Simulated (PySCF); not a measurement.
Species: C3H5F3S.
SMILES: `CCSC(F)(F)F`

Torsions of this conformer, `[CH3:1][CH2:2][S:3][C:4]([F:5])([F:6])[F:7]`: C1–C2–S3–C4 179°, C2–S3–C4–F5 -59°.

The closed-shell ground state was solved at several levels (PySCF, density fitting, gas phase, non-relativistic). One conformer (not necessarily the lowest) at the PBE0-D3(BJ)/def2-SVP geometry, without solvent, vibrations or thermal averaging.

```csv
level,basis functions,total energy (Eh),HOMO (eV),LUMO (eV),gap (eV),dipole (D)
PBE0/pcSseg-1,151,-814.4394,-7.47,0.13,7.60,2.49
wB97X-D/pcSseg-2,329,-815.1290,-9.35,1.63,10.98,2.59
```

Question: Estimate the row for CAM-B3LYP/def2-SVPD, a basis of 196 functions; the other rows only guide the guess.

Answer: Total energy -814.5224 Eh, HOMO -8.88 eV, LUMO 0.78 eV, gap 9.66 eV, dipole 2.68 D.

Question: Over all these levels, which gives the widest orbital gap and which the narrowest?

Answer: wB97X-D/pcSseg-2 (range-separated hybrid) has the widest, 10.98 eV, and PBE0/pcSseg-1 (global hybrid, 25 % exact exchange) the narrowest, 7.60 eV. Functional and basis both differ between the two, so the spread mixes both effects.

Question: How far do the dipole and the HOMO energy spread over the levels?

Answer: The dipole runs from 2.49 to 2.68 D (mean 2.59 D) and the HOMO from -9.35 to -7.47 eV.

Note: wB97X-D ran without an empirical dispersion term, which enters the total energy and its gradient alone.
